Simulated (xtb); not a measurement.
xtb input (GFN2-xTB):

```bash
xtb mol.xyz --gfn 2 --ohess tight --chrg 0 --uhf 0
```
mol.xyz:
```
4

Sn     0.03434578    -0.49604748    -0.00077422
O      0.00171421    -2.27966644     0.00159683
O      0.77178380     1.43689436    -0.04025905
O     -0.74835406     1.35611105     0.01058361
```

Output:

```
           -------------------------------------------------
          |                Calculation Setup                |
           -------------------------------------------------

           -------------------------------------------------
          |                 G F N 2 - x T B                 |
           -------------------------------------------------

        Reference                      10.1021/acs.jctc.8b01176
      * Hamiltonian:
        H0-scaling (s, p, d)           1.850000    2.230000    2.230000
        zeta-weighting                 0.500000
      * Dispersion:
        s8                             2.700000
        a1                             0.520000
        a2                             5.000000
        s9                             5.000000
      * Repulsion:
        kExp                           1.500000    1.000000
        rExp                           1.000000
      * Coulomb:
        alpha                          2.000000
        third order                    shell-resolved
        anisotropic                    true
        a3                             3.000000
        a5                             4.000000
        cn-shift                       1.200000
        cn-exp                         4.000000
        max-rad                        5.000000

          ...................................................
          :                      SETUP                      :
          :.................................................:
          :  # basis functions                  22          :
          :  # atomic orbitals                  21          :
          :  # shells                            9          :
          :  # electrons                        22          :
          :  max. iterations                   250          :
          :  Hamiltonian                  GFN2-xTB          :
          :  restarted?                      false          :
          :  GBSA solvation                  false          :
          :  PC potential                    false          :
          :  electronic temp.          300.0000000     K    :
          :  accuracy                    1.0000000          :
          :  -> integral cutoff          0.2500000E+02      :
          :  -> integral neglect         0.1000000E-07      :
          :  -> SCF convergence          0.1000000E-05 Eh   :
          :  -> wf. convergence          0.1000000E-03 e    :
          :  Broyden damping             0.4000000          :
          :  net charge                          0          :
          :  unpaired electrons                  0          :
          ...................................................

 iter      E             dE          RMSdq      gap      omega  full diag
   1     -6.3311315 -0.633113E+01  0.267E+01    0.31       0.0  T
   2     -9.2695556 -0.293842E+01  0.391E+01    5.26       1.0  T
   3    -11.1998002 -0.193024E+01  0.175E+01    5.18       1.0  T
   4    -13.7048170 -0.250502E+01  0.205E+01    3.13       1.0  T
   5    -13.1360739  0.568743E+00  0.135E+01    3.38       1.0  T
   6    -13.0781550  0.579189E-01  0.101E+01    2.73       1.0  T
[...]
molecular quadrupole (traceless):
                xx          xy          yy          xz          yz          zz
 q only:        1.884       0.010      -4.960       0.039       0.043       3.077
  q+dip:        2.239       0.023      -7.919       0.113       0.063       5.680
   full:        4.929       0.062     -13.298       0.113       0.096       8.368

           -------------------------------------------------
          |                Geometry Summary                 |
           -------------------------------------------------

      molecular mass/u    :      166.7083273
   center of mass at/Å    :        0.0173043      -0.2542364      -0.0061741
  moments of inertia/u·Å² :        0.1901147E+02   0.1360345E+03   0.1550460E+03
rotational constants/cm⁻¹ :        0.8867085E+00   0.1239217E+00   0.1087266E+00

 * 3 selected distances

     #   Z          #   Z                                           value/Å
     1  50 Sn       2   8 O                                       1.7256784 (min)
     1  50 Sn       3   8 O                                       1.8684950
     1  50 Sn       4   8 O                                       1.8686799 (max)

 * 1 distinct bonds (by element types)

   Z      Z             #   av. dist./Å        max./Å        min./Å
   8 O   50 Sn          3     1.8209511     1.8686799     1.7256784

           -------------------------------------------------
          |               Frequency Printout                |
           -------------------------------------------------
 projected vibrational frequencies (cm⁻¹)
eigval :       -0.00    -0.00    -0.00     0.00     0.00     0.00
eigval :       76.30    79.00   446.92   506.36   780.73   891.40
 reduced masses (amu)
   1: 22.91   2: 24.59   3: 80.54   4: 86.12   5: 73.15   6: 32.47   7: 43.24   8: 39.76
   9: 27.14  10: 19.77  11: 32.31  12: 18.12
 IR intensities (km·mol⁻¹)
   1:  0.21   2:  0.15   3:  0.07   4:  0.01   5:  0.06   6:  0.07   7: 61.02   8: 69.95
   9: 63.41  10: 35.49  11: 74.34  12:  5.80
 Raman intensities (Ä⁴*amu⁻¹)
   1:  0.00   2:  0.00   3:  0.00   4:  0.00   5:  0.00   6:  0.00   7:  0.00   8:  0.00
   9:  0.00  10:  0.00  11:  0.00  12:  0.00
 output can be read by thermo (or use thermo option).
 writing <g98.out> molden fake output.
 recommended (thermochemical) frequency scaling factor: 1.0
           -------------------------------------------------
          |             Thermodynamic Functions             |
           -------------------------------------------------

c2v symmetry found (for desy threshold:  0.10E+00) used in thermo

          ...................................................
          :                      SETUP                      :
          :.................................................:
Note: The following floating-point exceptions are signalling: IEEE_UNDERFLOW_FLAG IEEE_DENORMAL
normal termination of xtb
          :  # frequencies                           6      :
          :  # imaginary freq.                       0      :
          :  linear?                             false      :
          :  only rotor calc.                    false      :
          :  symmetry                              c2v      :
          :  rotational number                       2      :
          :  scaling factor                  1.0000000      :
          :  rotor cutoff                   50.0000000 cm⁻¹ :
          :  imag. cutoff                  -20.0000000 cm⁻¹ :
          :.................................................:

    mode    ω/cm⁻¹     T·S(HO)/kcal·mol⁻¹    T·S(FR)/kcal·mol⁻¹   T·S(vib)
   ------------------------------------------------------------------------
       1     76.30    -1.18779 ( 84.43%)    -0.93071 ( 15.57%)    -1.14776
       2     79.00    -1.16743 ( 86.17%)    -0.92043 ( 13.83%)    -1.13328
   ------------------------------------------------------------------------

   temp. (K)  partition function   enthalpy   heat capacity  entropy
                                   cal/mol     cal/K/mol   cal/K/mol   J/K/mol
 298.15  VIB   13.2                 1369.532      7.442      9.467
         ROT  0.242E+05              888.752      2.981     23.039
         INT  0.318E+06             2258.285     10.422     32.506
         TR   0.208E+28             1481.254      4.968     41.223
         TOT                        3739.5385    15.3906    73.7288   308.4812

       T/K    H(0)-H(T)+PV         H(T)/Eh          T*S/Eh         G(T)/Eh
   ------------------------------------------------------------------------
    298.15    0.595933E-02    0.122943E-01    0.350309E-01   -0.227366E-01
   ------------------------------------------------------------------------

         :::::::::::::::::::::::::::::::::::::::::::::::::::::
         ::                  THERMODYNAMIC                  ::
         :::::::::::::::::::::::::::::::::::::::::::::::::::::
         :: total free energy         -14.125739060547 Eh   ::
         ::.................................................::
         :: total energy              -14.103002417107 Eh   ::
         :: zero point energy           0.006334940466 Eh   ::
         :: G(RRHO) w/o ZPVE           -0.029071583906 Eh   ::
         :: G(RRHO) contrib.           -0.022736643440 Eh   ::
         :::::::::::::::::::::::::::::::::::::::::::::::::::::

optimized geometry written to: xtbopt.xyz

           -------------------------------------------------
          | TOTAL ENERGY              -14.103002417107 Eh   |
          | TOTAL ENTHALPY            -14.090708142760 Eh   |
          | TOTAL FREE ENERGY         -14.125739060547 Eh   |
          | GRADIENT NORM               0.000092931864 Eh/α |
          | HOMO-LUMO GAP               3.356133323679 eV   |
           -------------------------------------------------

------------------------------------------------------------------------
------------------------------------------------------------------------
 total:
 SCF:
 ANC optimizer:
 analytical hessian:
```
